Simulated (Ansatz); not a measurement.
Geometry optimisation, Ansatz 0.2.0, RKS B3LYP/def2-SVP.

The input (input.yaml):

```yaml
crystal:
  periodic: [false, false, false]
  atoms:
    - { symbol: Si, position_ang: [-0.544089, 0.393928, -0.346045] }
    - { symbol: Si, position_ang: [-0.154537, -0.204265, 3.012244] }
    - { symbol: H, position_ang: [-0.469549, -0.946331, 4.266326] }
    - { symbol: H, position_ang: [0.975154, -0.884113, 2.316005] }
    - { symbol: H, position_ang: [0.24318, 1.192493, 3.345418] }
    - { symbol: H, position_ang: [0.200404, 1.275261, 0.577002] }
    - { symbol: Cl, position_ang: [-0.136736, 1.025999, -2.273884] }
    - { symbol: H, position_ang: [-0.17616, -1.032733, -0.236158] }
    - { symbol: Cl, position_ang: [-2.610047, 0.591462, 0.030542] }
    - { symbol: H, position_ang: [-1.33922, -0.182199, 2.138851] }
basis:
  gaussian: { orbitals: def2-SVP }
hamiltonian:
  xc: b3lyp
relax:
  f_tol: 0.03
  max_steps: 50
```

Launched with:

```bash
$ ansatz run input.yaml --threads 2 --pin off --max-ram 3072MiB --backend cpu --events-out ev --progress --plain --runs-dir out
```

Task: Where does it end, and by what steps?

Result: The forces met the threshold. After 5 steps the energy has fallen by 0.209 eV; Cl9 moved furthest, 0.51 Å.

| step | energy less start (eV) | largest force component (eV/Å) | accepted |
| --- | --- | --- | --- |
| 0 | 0.0000 | 0.653 | yes |
| 1 | -0.1402 | 0.257 | yes |
| 2 | -0.1842 | 0.203 | yes |
| 3 | -0.2042 | 0.082 | yes |
| 4 | -0.2080 | 0.097 | yes |
| 5 | -0.2093 | 0.015 | yes |

```xyz
10
Properties=species:S:1:pos:R:3
Si -0.636 0.485 -0.768
Si -0.074 -0.289 3.436
H -0.352 -1.040 4.692
H 1.037 -0.950 2.694
H 0.313 1.113 3.760
H 0.075 1.354 0.197
Cl -0.126 1.082 -2.681
H -0.281 -0.944 -0.611
Cl -2.671 0.695 -0.468
H -1.296 -0.277 2.581
```

Whether the end is a true minimum wasn't checked by a vibrational analysis.

Time of the run: 26 s on 2 threads of Arm Neoverse N1, on a shared host, peak memory 0.23 GiB.
